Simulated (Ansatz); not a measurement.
Reaction (ligand exchange at a B–N bond): `BN(C)CC` + `[CH3][AlH][OH]` → `B[O][AlH][CH3]` + ethylmethylamine

Program: Ansatz. Geometries: PBE0-D4/def2-TZVP. ΔE: electronic, gas phase. CCSD(T)/CBS adds triple-zeta CCSD(T) − MP2 to the extrapolated MP2 energy (def2 sets, frozen cores). Functionals use def2-TZVPP. Each species was taken in one conformer, which may not be the lowest.

| species | BLYP energy (Eh) |
| --- | --- |
| `BN(C)CC` | -199.92311 |
| `[CH3][AlH][OH]` | -358.84888 |
| `B[O][AlH][CH3]` | -384.32134 |
| `CCNC` | -174.44896 |

(1) Work out ΔE.

Largest T1 diagnostic among the species: 0.013.

Results:

(1) ΔE = (-384.32134) + (-174.44896) − (-199.92311) − (-358.84888) = 0.00169 Eh = +4.4 kJ/mol. CCSD(T)/CBS gives +15.6 kJ/mol.

From BLYP to BHLYP (50 % exact exchange), in def2-TZVPP and without D4, ΔE moves by −5.6 kJ/mol. At CCSD(T), def2-SVP lies −9.7 kJ/mol from the extrapolated value and def2-TZVPP −0.4 kJ/mol. In def2-TZVPP, CCSD(T) changes the Hartree–Fock value by +33.3 kJ/mol (the triples alone add +4.7 kJ/mol) and MP2 by +36.2 kJ/mol.
